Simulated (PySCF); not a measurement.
Nb(S)(OH)2(Me) (CH5NbO2S), SMILES [CH3][Nb]([OH])([OH])=[S], multiplicity 1.

Coordinates come from a B3LYP-D3(BJ)/def2-SVP optimisation. The multiplicity is an assumed one; no other spin state was optimised. The structure was generated by enumeration; whether it is a known compound was not checked. The def2 effective core potentials stand for the cores of Nb; spin–orbit coupling is left out. The values are those of a single conformer.

Computed with PBE/def2-TZVP (PySCF).

Symmetry labels are those of the subgroup Cs that the program uses (full group Cs).

Computed valence orbital energies around the gap with their symmetry:
| orbital | symmetry | energy (eV) |
|---|---|---|
| HOMO−7 | A' | -9.32 |
| HOMO−6 | A" | -8.78 |
| HOMO−5 | A' | -8.58 |
| HOMO−4 | A" | -8.02 |
| HOMO−3 | A' | -7.12 |
| HOMO−2 | A' | -7.06 |
| HOMO−1 | A" | -6.43 |
| HOMO | A' | -6.39 |
| LUMO | A" | -2.59 |
| LUMO+1 | A' | -2.49 |
| LUMO+2 | A" | -1.40 |
| LUMO+3 | A' | -1.14 |
